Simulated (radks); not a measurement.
Values are calculated unless marked as measured or tabulated.
How relativity changes the ionisation of the lithium ion Li+ ([He]) to Li2+ (1s1). Spin-unpolarised spherical Kohn-Sham, PBE, point nucleus unless stated (finite: rms radius 2.444 fm), a radial shooting solver on a logarithmic mesh with Libxc functionals. A level marked "c x" has the speed of light scaled by that factor.

level                        E(Li+) (hartree)  E(Li2+) (hartree)  IE (eV)   HOMO  <r> HOMO (bohr)
non-rel.                             -7.25675           -4.34405   79.259     1s           0.5790
scalar-rel.                          -7.25756           -4.34457   79.266     1s           0.5789
scalar-rel., finite nucleus          -7.25756           -4.34457   79.266     1s           0.5789
Dirac                                -7.25756           -4.34457   79.266  1s1/2           0.5789
Dirac, finite nucleus                -7.25756           -4.34457   79.266  1s1/2           0.5789
Dirac, c x 3                         -7.25684           -4.34411   79.259  1s1/2           0.5790
Dirac, c x 5                         -7.25678           -4.34407   79.259  1s1/2           0.5790
Dirac, c x 100                       -7.25675           -4.34405   79.259  1s1/2           0.5790

NIST Atomic Spectra Database: 75.640 eV (theoretical). The relativistic part of the total energy of Li+ is -0.0008093 hartree (Dirac, finite nucleus), 0.011 % of the non-relativistic value. Spin polarisation and multiplet splitting of open shells are left out at every level.

Beside tabulated values, note that spin-unpolarised runs miss the spin-polarisation part of the exchange energy of open shells.
